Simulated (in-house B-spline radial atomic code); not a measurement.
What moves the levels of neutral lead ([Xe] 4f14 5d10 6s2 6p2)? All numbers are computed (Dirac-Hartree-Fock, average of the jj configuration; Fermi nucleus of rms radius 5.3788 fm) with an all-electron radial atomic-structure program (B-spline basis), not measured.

Baseline run (computed): total energy -20913.9667 hartree, 1s1/2 at -3255.934 hartree, 6p1/2 at -6.9063 eV with <r> = 3.132 bohr.

Changing the nucleus:

| nucleus | ΔE (eV) |
| --- | --- |
| Fermi nucleus of rms radius 5.3869 fm, A = 183 | 0.371 |
| Fermi nucleus of rms radius 5.393 fm, A = 184 | 0.65 |
| Fermi nucleus of rms radius 5.3984 fm, A = 185 | 0.898 |
| Fermi nucleus of rms radius 5.4027 fm, A = 186 | 1.1 |
| Fermi nucleus of rms radius 5.4079 fm, A = 187 | 1.33 |
| Fermi nucleus of rms radius 5.4139 fm, A = 188 | 1.61 |
| Fermi nucleus of rms radius 5.4177 fm, A = 189 | 1.78 |
| Fermi nucleus of rms radius 5.4222 fm, A = 190 | 1.99 |
| Fermi nucleus of rms radius 5.4229 fm, A = 191 | 2.02 |
| Fermi nucleus of rms radius 5.43 fm, A = 192 | 2.35 |
| Fermi nucleus of rms radius 5.431 fm, A = 193 | 2.4 |
| Fermi nucleus of rms radius 5.4372 fm, A = 194 | 2.68 |
| Fermi nucleus of rms radius 5.4389 fm, A = 195 | 2.76 |
| Fermi nucleus of rms radius 5.4444 fm, A = 196 | 3.01 |
| Fermi nucleus of rms radius 5.4446 fm, A = 197 | 3.02 |
| Fermi nucleus of rms radius 5.4524 fm, A = 198 | 3.38 |
| Fermi nucleus of rms radius 5.4529 fm, A = 199 | 3.4 |
| Fermi nucleus of rms radius 5.4611 fm, A = 200 | 3.78 |
| Fermi nucleus of rms radius 5.4629 fm, A = 201 | 3.87 |
| Fermi nucleus of rms radius 5.4705 fm, A = 202 | 4.22 |
| Fermi nucleus of rms radius 5.4727 fm, A = 203 | 4.32 |
| Fermi nucleus of rms radius 5.4803 fm, A = 204 | 4.67 |
| Fermi nucleus of rms radius 5.4828 fm, A = 205 | 4.79 |
| Fermi nucleus of rms radius 5.4902 fm, A = 206 | 5.13 |
| Fermi nucleus of rms radius 5.4943 fm, A = 207 | 5.32 |
| Fermi nucleus of rms radius 5.5012 fm, A = 208 | 5.64 |
| Fermi nucleus of rms radius 5.51 fm, A = 209 | 6.05 |
| Fermi nucleus of rms radius 5.5208 fm, A = 210 | 6.55 |
| Fermi nucleus of rms radius 5.529 fm, A = 211 | 6.93 |
| Fermi nucleus of rms radius 5.5396 fm, A = 212 | 7.42 |
| Fermi nucleus of rms radius 5.5577 fm, A = 214 | 8.27 |

A larger nucleus binds the electrons less, roughly as the density at the nucleus times the change of the nuclear <r²>. The reference is A = 182.
